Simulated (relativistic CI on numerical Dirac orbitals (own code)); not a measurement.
## Mn²⁺ in a cubic cluster: 3s photoemission with charge transfer

Computed with a charge-transfer multiplet model of a cubic metal-ligand cluster with up to 3 ligand holes, Slater and spin-orbit integrals from Dirac-Coulomb-Breit ions, Slater integrals scaled by 0.8. The ground state mixes d5 with configurations of k ligand holes L, whose averages lie at kΔ + k(k − 1)U_dd/2; a core hole lowers each added d electron by U_cd. 20 K, Lorentzian 1.4 eV and Gaussian 0.8 eV FWHM.

Atomic integrals in eV (Slater integrals scaled, ζ unscaled), ground: F2dd 8.204, F4dd 5.095, zeta_d 0.037; with the core hole: F2dd 9.170, F4dd 5.739, zeta_d 0.045, G2cd 9.371.

Cluster parameters (eV): Δ = 2.4, U_dd = 6.7, 10Dq = 1.35, 10Dq(ligand) = 0.6, V(eg) = 2.55, V(t2g) = -1.24, final-state hopping factor = 0.9.

| Case | n_d | d5 | d6L | d7L2 | d8L3 | S |
| --- | --- | --- | --- | --- | --- | --- |
| U_cd = 7.2 eV | 5.36 | 0.66 | 0.31 | 0.03 | 0.00 | 2.49 |
| U_cd = 7.8 eV | 5.36 | 0.66 | 0.31 | 0.03 | 0.00 | 2.49 |
| U_cd = 9.6 eV | 5.36 | 0.66 | 0.31 | 0.03 | 0.00 | 2.49 |

Weights, n_d and S are thermal averages at 20 K. Binding energies count from the first peak over 30 % of the highest in each spectrum, which can be another peak from case to case. The parameters are a model scan and need not match a compound or its usual spin state. Peaks in eV (height, largest 100):
- U_cd = 7.2 eV: 0.0 (100), 7.1 (33), 9.2 (44), 16.4 (22), 20.7 (7)
- U_cd = 7.8 eV: 0.0 (100), 2.5 (20), 7.2 (40), 8.9 (44), 16.4 (23), 21.0 (10)
- U_cd = 9.6 eV: 0.0 (100), 2.4 (28), 7.8 (63), 11.8 (30), 15.8 (32), 22.0 (24)

Curve for U_cd = 9.6 eV (points under 2 left out, the grid thinned):

```tsv
E (eV)	Intensity
-3.5	5.5
-2.8	8.2
-2.2	12.7
-1.5	25.1
-0.8	58.6
-0.2	97.0
0.5	77.4
1.2	37.9
1.8	27.7
2.5	28.0
3.2	21.0
3.8	14.4
4.5	12.5
5.2	15.3
5.8	22.8
6.5	42.1
7.2	58.8
7.8	62.7
8.5	56.3
9.2	46.3
9.8	34.9
10.5	25.1
11.1	25.8
11.8	30.3
12.5	23.8
13.1	15.8
13.8	13.7
14.5	18.2
15.1	26.1
15.8	31.9
16.5	26.6
17.1	20.4
17.8	13.4
18.5	8.6
19.1	6.4
19.8	6.2
20.5	8.7
21.1	14.7
21.8	23.2
22.5	20.7
23.1	12.1
23.8	6.4
24.5	4.3
25.1	3.1
25.8	2.0
```

For the case U_cd = 7.8 eV, Δ = 2.4 eV is smaller than U_dd = 6.7 eV, the charge-transfer side of the Zaanen-Sawatzky-Allen scheme. With the core hole the configuration with one ligand hole lies at Δ − U_cd = -4.8, -5.4, -7.2 eV from the one without, in the order of the table; where this is negative the screened configuration lies lower.

Without intra-shell correlation the exchange splitting of the 3s hole comes out too large.
